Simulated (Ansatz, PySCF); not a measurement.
GaO, SMILES [O]=[Ga], multiplicity 2. Atoms are numbered in the order given.

```xyz
2

Ga     0.0000     0.0000    -0.3672
O      0.0000     0.0000     1.3382
```
Charge 0, spin multiplicity 2.

The structure is a stationary point at PBE0-D3(BJ)/def2-TZVPD.

Two levels are set side by side: PBE-D3(BJ)/def2-TZVPD (Ansatz, a first-principles code) and PBE0-D3(BJ)/def2-TZVPD (Ansatz). Each level has its own optimised geometry; the coordinates shown are those of the second. Frequencies come from the Hessian of PySCF at each geometry. Differences are taken from unrounded values.

| quantity | PBE0-D3(BJ) | PBE-D3(BJ) | PBE-D3(BJ) minus PBE0-D3(BJ) |
|---|---|---|---|
| bond Ga1–O2 (Å) | 1.705 | 1.711 | 0.006 |
| highest harmonic wavenumber (cm⁻¹) | 740 | 755 | 16 |
| mean harmonic wavenumber (cm⁻¹) | 740 | 755 | 16 |
| zero-point energy (kcal/mol) | 1.06 | 1.08 | 0.02 |
